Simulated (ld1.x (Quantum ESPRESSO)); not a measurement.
**Varying the TM potential for Cu (Z = 29)**

Base potential:

ld1.x (Quantum ESPRESSO) 7.5 input, shortened:

```
&input
   title='Cu', zed=29., rel=1, dft='REVPBE', iswitch=3,
   config='[Ar] 3d10 4s1 4p0'
 /
 &inputp
   pseudotype=2, tm=.true., lloc=-2, rcloc=0.80,
   nlcc=.false.
 /
3
3S  1  0   2.00   0.00  1.10  1.10  0.0
3P  2  1   6.00   0.00  0.65  0.65  0.0
3D  3  2  10.00   0.00  1.20  1.20  0.0
 &test
   configts(1)='3s2 3p6 3d10 4s1 4p0'
 /
```

Occupied shells without a wave of their own: 4s. They enter only through the test configuration that unscreens the potential.

Cutoffs, loose and tight: the cutoffs (Ry, on a coarse ladder) from which the occupation-weighted sum of valence levels, in a spherical-Bessel basis at the reference potential, stays within 10 and 1 mRy of its value at 400 Ry. They do not see the model core or the augmentation charge, which bear on the density cutoff. Test errors are all-electron minus pseudo excitation energies from the reference, over the configurations 3s2 3p6 3d10 4s0 4p0; 3s2 3p6 3d9 4s0 4p0; 3s2 3p6 3d8 4s0 4p0; 3s2 3p6 3d10 4s0 4p1; 3s2 3p6 3d9 4s1 4p0; 3s2 3p6 3d9 4s2 4p0; 3s2 3p6 3d9 4s1 4p1. A dash means not determined; rows that change the core or the reference have their own tests.

A true bound ghost makes a file unfit for plane-wave use even where its test errors are small: the radial tests pick states by their node count and pass the ghost by.

Cutoffs are not given where the Bessel-basis levels miss the radial ones by over 6 mRy, ghosts where they miss by over 20 mRy; a channel whose overlap is not positive is not tested.

```csv
change,outcome,"cutoff, loose","cutoff, tight",bound ghosts,largest test error (meV)
base,"generated, misses its reference levels by 0.20 eV",200 Ry,over 300 Ry,none,-685
"all radii scaled by about 0.77 (s 0.84, p 0.50, d 0.92 bohr); local potential all-electron potential smoothed inside 0.60 bohr (lloc = -2)",generated,–,–,not determined,-471
"all radii scaled by about 0.96 (s 1.06, p 0.62, d 1.16 bohr); local potential all-electron potential smoothed inside 0.76 bohr (lloc = -2)","generated, misses its reference levels by 0.20 eV",200 Ry,over 300 Ry,p,-673
"all radii scaled by about 1.13 (s 1.24, p 0.74, d 1.36 bohr); local potential all-electron potential smoothed inside 0.90 bohr (lloc = -2)",generated,200 Ry,over 300 Ry,none,-497
"all radii scaled by about 1.22 (s 1.34, p 0.80, d 1.46 bohr); local potential all-electron potential smoothed inside 0.98 bohr (lloc = -2)",failed: run_pseudo: Errors in PS-KS equation,–,–,–,–
"all radii scaled by about 1.32 (s 1.44, p 0.86, d 1.58 bohr); local potential all-electron potential smoothed inside 1.04 bohr (lloc = -2)","generated, misses its reference levels by 1.02 eV",160 Ry,230 Ry,none,-3199
```

**Question.** What comes out with this change to the base: all radii scaled by about 1.38 (s 1.52, p 0.90, d 1.66 bohr); local potential all-electron potential smoothed inside 1.10 bohr (lloc = -2)?

**Answer.** outcome: generated, misses its reference levels by 0.53 eV; cutoff, loose: 160 Ry; cutoff, tight: 200 Ry; bound ghosts: none; largest test error (meV): -1705.

**Question.** What comes out with this change to the base: all radii scaled by about 0.83 (s 0.92, p 0.54, d 1.00 bohr); local potential all-electron potential smoothed inside 0.68 bohr (lloc = -2)?

**Answer.** outcome: generated; cutoff, loose: over 300 Ry; cutoff, tight: over 300 Ry; bound ghosts: none; largest test error (meV): -490.

Reading the sweep of the scale of all radii (base = 1) (base included, trends over the rows without a ghost): The loose cutoff stays near 160 Ry. The median size of the test errors (rows with all tests solved) is not monotonic: lowest 191.5 meV at 1.13, highest 1326.1 meV at 1.32. Bound ghosts are found at 0.96. The generation fails at 1.22.
